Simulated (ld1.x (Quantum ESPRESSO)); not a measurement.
Varying the TM potential for Pb (Z = 82)

Base potential:

```json
{"Element": "Pb (Z = 82)", "Generator": "ld1.x (Quantum ESPRESSO) 7.5", "Type": "norm-conserving Troullier–Martins (Kleinman–Bylander form)", "Functional": "PBEsol", "Relativity": "scalar-relativistic", "Frozen core": "[Xe] 4f14", "Valence charge": "14", "Reference configuration": "5d10 6s2 6p2", "Partial waves": "6s (bound): rc 1.80 bohr; 5d (bound): rc 1.65 bohr; 6p (bound): rc 2.85 bohr", "Local potential": "the p channel", "Core correction": "none"}
```

All-electron outer shells of the reference configuration (PBEsol, scalar-relativistic, ld1.x):

| shell | level (eV) | outermost node (bohr) | outermost maximum (bohr) |
| --- | --- | --- | --- |
| 4f | -132.94 | – | 0.35 |
| 5p | -85.81 | 0.49 | 0.88 |
| 5d | -21.16 | 0.52 | 1.07 |
| 6s | -12.10 | 1.01 | 1.95 |
| 6p | -3.52 | 1.18 | 2.63 |

Cutoffs, loose and tight: the cutoffs (Ry, on a coarse ladder) from which the occupation-weighted sum of valence levels, in a spherical-Bessel basis at the reference potential, stays within 10 and 1 mRy of its value at 400 Ry. They do not see the model core or the augmentation charge, which bear on the density cutoff. Test errors are all-electron minus pseudo excitation energies from the reference, over the configurations 5d10 6s2 6p1; 5d10 6s2 6p0; 5d10 6s1 6p0; 5d10 6s1 6p2; 5d9 6s2 6p3; 5d10 6s0 6p0; 5d10 6s2 6p2.3. A dash means not determined; rows that change the core or the reference have their own tests. The largest error is taken over the tests solved by every variant that gives reliable tests at all: 5d10 6s0 6p0; 5d10 6s1 6p0; 5d10 6s1 6p2; 5d10 6s2 6p0; 5d10 6s2 6p1; 5d10 6s2 6p2.3.

```tsv
change	outcome	cutoff, loose	cutoff, tight	bound ghosts	largest test error (meV)
base	generated	55 Ry	90 Ry	none	-80
wave 6s (bound): rc 1.80 bohr becomes 6s (bound): rc 1.18 bohr	generated	over 300 Ry	over 300 Ry	none	+273
wave 6s (bound): rc 1.80 bohr becomes 6s (bound): rc 1.38 bohr	generated	120 Ry	200 Ry	none	+178
wave 6s (bound): rc 1.80 bohr becomes 6s (bound): rc 1.58 bohr	generated	55 Ry	100 Ry	none	-66
wave 6s (bound): rc 1.80 bohr becomes 6s (bound): rc 1.72 bohr	generated	55 Ry	90 Ry	none	-75
wave 6s (bound): rc 1.80 bohr becomes 6s (bound): rc 1.98 bohr	generated	55 Ry	90 Ry	none	-83
wave 6s (bound): rc 1.80 bohr becomes 6s (bound): rc 2.14 bohr	generated	55 Ry	90 Ry	none	-83
wave 6s (bound): rc 1.80 bohr becomes 6s (bound): rc 2.32 bohr	generated	55 Ry	90 Ry	none	-90
wave 6s (bound): rc 1.80 bohr becomes 6s (bound): rc 2.52 bohr	generated	55 Ry	90 Ry	none	-114
wave 6s (bound): rc 1.80 bohr becomes 6s (bound): rc 2.64 bohr	generated	55 Ry	90 Ry	none	-145
```

Reading the sweep of the s radius (base included, trends over the rows without a ghost): The loose cutoff falls from 120 Ry at 1.38 to 55 Ry at 2.64 bohr. A larger radius leaves more room for a smooth pseudo-wave, so fewer plane waves are needed; a smaller one forces it to follow the all-electron wave where it bends sharply. The median size of the test errors (rows with all tests solved) falls from 18.0 meV at 1.38 to 14.1 meV at 2.64 bohr. This runs against the usual rule that a larger radius transfers worse; these runs do not show why.
